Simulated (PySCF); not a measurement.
Isomers of C5H11NSi, mass 113.066 u with the commonest isotopes. Theory: B3LYP/def2-SVPD in PySCF (dipole) on a GFN2-xTB geometry, gas phase. One conformer each, none proved a minimum here; rigid rotors.

Question: Order these by rotational constant B, largest first.
A. `[CH2:1]=[C:2]1[CH2:3][CH2:4][C@H:5]1[NH:6][SiH3:7]` with C4–C5–N6–Si7 -157°, C1–C2–C3–C4 166°, C2–C3–C4–C5 8°, C3–C4–C5–N6 -129°, C1–C2–C5–C4 -166°
B. `[CH2:1]=[N:2][SiH2:3][CH2:4][C:5](=[CH2:6])[CH3:7]` with C1–N2–Si3–C4 119°, N2–Si3–C4–C5 172°, Si3–C4–C5–C6 102°
C. `[CH2:1]=[CH:2][C@@H:3]1[CH2:4][CH2:5][NH:6][SiH2:7]1` with C1–C2–C3–C4 -136°, C2–C3–C4–C5 -160°, C3–C4–C5–N6 43°, C4–C5–N6–Si7 -29°, C5–N6–Si7–C3 6°
D. `[CH2:1]=[CH:2]/[C:3]([CH3:4])=[N:5]\[CH2:6][SiH3:7]` with C1–C2–C3–C4 7°, C3–N5–C6–Si7 88°
E. `[CH2:1]=[CH:2][N:3]1[CH2:4][CH2:5][CH2:6][SiH2:7]1` with C1–C2–N3–C4 -3°, C2–N3–C4–C5 -164°, N3–C4–C5–C6 -40°, C4–C5–C6–Si7 37°, C5–C6–Si7–N3 -21°
F. `[CH2:1]=[CH:2][C@@H:3]1[CH2:4][CH2:5][SiH2:6][NH:7]1` with C1–C2–C3–C4 -117°, C2–C3–C4–C5 -80°, C3–C4–C5–Si6 -34°, C4–C5–Si6–N7 14°, C5–Si6–N7–C3 10°
G. `[CH3:1][C:2]([CH3:3])([SiH3:4])[CH2:5][C:6]#[N:7]` with C1–C2–C5–C6 -178°

Answer: E (1709 MHz), G (1659 MHz), C (1568 MHz), F (1525 MHz), A (1349 MHz), D (1198 MHz), B (967.2 MHz).

Question: Order these by dipole moment, smallest first.
A. `[CH2:1]=[CH:2][N:3]1[CH2:4][CH2:5][CH2:6][SiH2:7]1` with C1–C2–N3–C4 -3°, C2–N3–C4–C5 -164°, N3–C4–C5–C6 -40°, C4–C5–C6–Si7 37°, C5–C6–Si7–N3 -21°
B. `[CH2:1]=[CH:2][C@@H:3]1[CH2:4][CH2:5][SiH2:6][NH:7]1` with C1–C2–C3–C4 -117°, C2–C3–C4–C5 -80°, C3–C4–C5–Si6 -34°, C4–C5–Si6–N7 14°, C5–Si6–N7–C3 10°
C. `[CH2:1]1[CH2:2][C@@H:3]([N:4]2[CH2:5][CH2:6]2)[SiH2:7]1` with C2–C3–N4–C5 148°, Si7–C1–C2–C3 14°, C1–C2–C3–N4 -144°, C3–N4–C5–C6 -110°, C2–C3–Si7–C1 11°
D. `[CH3:1][C:2]([CH3:3])([SiH3:4])[CH2:5][C:6]#[N:7]` with C1–C2–C5–C6 -178°
E. `[CH2:1]=[N:2][SiH2:3][CH2:4][C:5](=[CH2:6])[CH3:7]` with C1–N2–Si3–C4 119°, N2–Si3–C4–C5 172°, Si3–C4–C5–C6 102°
F. `[CH2:1]=[CH:2][C@@H:3]1[CH2:4][CH2:5][NH:6][SiH2:7]1` with C1–C2–C3–C4 -136°, C2–C3–C4–C5 -160°, C3–C4–C5–N6 43°, C4–C5–N6–Si7 -29°, C5–N6–Si7–C3 6°

Answer: B (0.47 D), C (0.75 D), E (1.05 D), F (1.30 D), A (1.62 D), D (3.99 D).

Question: Order these by rotational constant C, smallest first.
A. `[CH2:1]1[CH2:2][C@@H:3]([N:4]2[CH2:5][CH2:6]2)[SiH2:7]1` with C2–C3–N4–C5 148°, Si7–C1–C2–C3 14°, C1–C2–C3–N4 -144°, C3–N4–C5–C6 -110°, C2–C3–Si7–C1 11°
B. `[CH2:1]=[CH:2]/[C:3]([CH3:4])=[N:5]\[CH2:6][SiH3:7]` with C1–C2–C3–C4 7°, C3–N5–C6–Si7 88°
C. `[CH2:1]=[N:2][SiH2:3][CH2:4][C:5](=[CH2:6])[CH3:7]` with C1–N2–Si3–C4 119°, N2–Si3–C4–C5 172°, Si3–C4–C5–C6 102°
D. `[CH2:1]=[CH:2][N:3]1[CH2:4][CH2:5][CH2:6][SiH2:7]1` with C1–C2–N3–C4 -3°, C2–N3–C4–C5 -164°, N3–C4–C5–C6 -40°, C4–C5–C6–Si7 37°, C5–C6–Si7–N3 -21°
E. `[CH2:1]=[C:2]1[CH2:3][CH2:4][C@H:5]1[NH:6][SiH3:7]` with C4–C5–N6–Si7 -157°, C1–C2–C3–C4 166°, C2–C3–C4–C5 8°, C3–C4–C5–N6 -129°, C1–C2–C5–C4 -166°
F. `[CH2:1]=[CH:2][C@@H:3]1[CH2:4][CH2:5][SiH2:6][NH:7]1` with C1–C2–C3–C4 -117°, C2–C3–C4–C5 -80°, C3–C4–C5–Si6 -34°, C4–C5–Si6–N7 14°, C5–Si6–N7–C3 10°
G. `[CH2:1]=[CH:2][C@@H:3]1[CH2:4][CH2:5][NH:6][SiH2:7]1` with C1–C2–C3–C4 -136°, C2–C3–C4–C5 -160°, C3–C4–C5–N6 43°, C4–C5–N6–Si7 -29°, C5–N6–Si7–C3 6°

Answer: C (912.3 MHz), B (1027 MHz), E (1076 MHz), G (1221 MHz), D (1259 MHz), F (1338 MHz), A (1390 MHz).

| SMILES | point group | Ia (u·Å²) | Ib (u·Å²) | Ic (u·Å²) | κ | μa (D) | μb (D) | μc (D) |
| --- | --- | --- | --- | --- | --- | --- | --- | --- |
| C=C[C@@H]1CCN[SiH2]1 | C1 | 124.82 | 322.27 | 413.89 | -0.75 | 1.15 | 0.47 | 0.40 |
| C=N[SiH2]CC(=C)C | C1 | 91.23 | 522.54 | 553.97 | -0.98 | 0.86 | 0.59 | 0.15 |
| C=C[C@@H]1CC[SiH2]N1 | C1 | 121.80 | 331.48 | 377.60 | -0.87 | 0.47 | 0.08 | 0.03 |
| C=CN1CCC[SiH2]1 | C1 | 126.50 | 295.66 | 401.35 | -0.67 | 1.58 | 0.39 | 0.05 |
| CC(C)([SiH3])CC#N | C1 | 183.19 | 304.57 | 370.08 | -0.58 | 3.40 | 1.81 | 1.01 |
| C1C[C@@H](N2CC2)[SiH2]1 | C1 | 123.66 | 306.97 | 363.62 | -0.81 | 0.32 | 0.53 | 0.41 |
| C=C/C(C)=N\C[SiH3] | C1 | 142.06 | 421.70 | 492.26 | -0.86 | 0.82 | 1.38 | 0.26 |
| C=C1CC[C@H]1N[SiH3] | C1 | 124.25 | 374.76 | 469.52 | -0.82 | 0.92 | 0.14 | 0.35 |
